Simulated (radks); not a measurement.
Problem. All-electron atom: the chlorine ion Cl3+ in [Ne] 3s2 3p2 (the NIST ground configuration). Calculated with a radial shooting solver on a logarithmic mesh with Libxc functionals: non-relativistic Kohn-Sham, PBEsol, spin-polarised, spherical densities, point nucleus; open shells are filled with parallel spins first. Some entries of the table are withheld. Estimate them.

| orbital | occ. | eigenvalue (eV) | <r> (bohr) |
|---|---|---|---|
| 1s up | 1 | -2782.533 | 0.09151 |
| 1s down | 1 | -2782.068 | 0.09150 |
| 2s up | 1 | -295.3610 | 0.4461 |
| 2s down | 1 | -294.9029 | 0.4458 |
| 2p up | 3 | -236.5108 | 0.4067 |
| 2p down | 3 | -235.8838 | 0.4064 |
| 3s up | 1 | (1) | 1.397 |
| 3s down | 1 | (2) | 1.404 |
| 3p up | 2 | (3) | 1.509 |
| 3p down | 0 | (4) | 1.527 |

Solution. 
(1) 3s up eigenvalue (eV): -59.8302
(2) 3s down eigenvalue (eV): -56.6320
(3) 3p up eigenvalue (eV): -46.2731
(4) 3p down eigenvalue (eV): -43.1888
